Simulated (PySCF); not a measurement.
# Static response to an electric field

Species: C10H6.
Structure used (GFN2-xTB), in Å, numbered top down from 1:
```xyz
16
C10H6 angstrom
C      1.939    2.047    1.591
C      1.593    0.985    1.143
C      1.350   -0.320    0.698
C      0.287   -0.762   -0.014
C      0.253   -2.138   -0.355
C      0.235   -3.305   -0.639
C     -0.843    0.050   -0.472
C     -1.855   -0.479   -1.177
C     -0.869    1.435   -0.163
C     -0.996    2.611    0.039
H      2.177    3.003    1.952
H      2.117   -1.037    0.971
H      0.216   -4.324   -0.889
H     -2.680    0.128   -1.507
H     -1.875   -1.524   -1.434
H     -1.057    3.638    0.245
```

Level: B3LYP/def2-SVPD (PySCF), static field, nuclei fixed, core orbitals frozen in the response. The polarisability tensor in these axes (au):

```
x   115.72  19.48  34.32
y    19.48 171.21  36.30
z    34.32  36.30  92.01
```

**Question.** What are the eigenvalues, a third of the trace, and Δα (Δα² = ½Σ(αi − αj)² over the three pairs)?

**Answer.** Principal values 63.84, 117.56 and 197.55 au; mean 126.31 au = 18.72 Å³ = 20.83 × 10⁻⁴⁰ C²·m²/J; Δα = 116.54 au (92 % of the mean).

**Question.** What is the dipole moment, and where does it point?

**Answer.** (-0.17, -0.02, -0.10) D, 0.20 D in size, pointing from the negative to the positive side. Measured along this direction, the outermost atoms are H11 at the negative end and H14 at the positive end.

**Question.** Give the eigenvalues of the traceless quadrupole moment Θ = ½Σq(3rr − r²1), origin at the centre of nuclear charge.

**Answer.** -12.79, -3.45, 16.24 D·Å. The values depend on the origin, since the dipole doesn't vanish. The electronic extent ⟨r²⟩ about the same centre is 1483 bohr², a root-mean-square distance of 2.51 Å for the 66 electrons.

**Question.** Rayleigh depolarisation ratio (linearly polarised light, static tensor)?

**Answer.** ρ = 3Δα²/(45ᾱ² + 4Δα²) = 40744.9/(717977 + 54326.6) = 0.0528.

**Question.** Refractivity n − 1 of an ideal gas of it at 350 K and 1 atm, from the electronic α?

**Answer.** N = p/kT = 2.0968 × 10¹⁹ cm⁻³, so n − 1 = 2π × N × 18.72 × 10⁻²⁴ cm³ = 2466 × 10⁻⁶ at long wavelengths.

Geometry: GFN2-xTB, one conformer, isolated molecule.
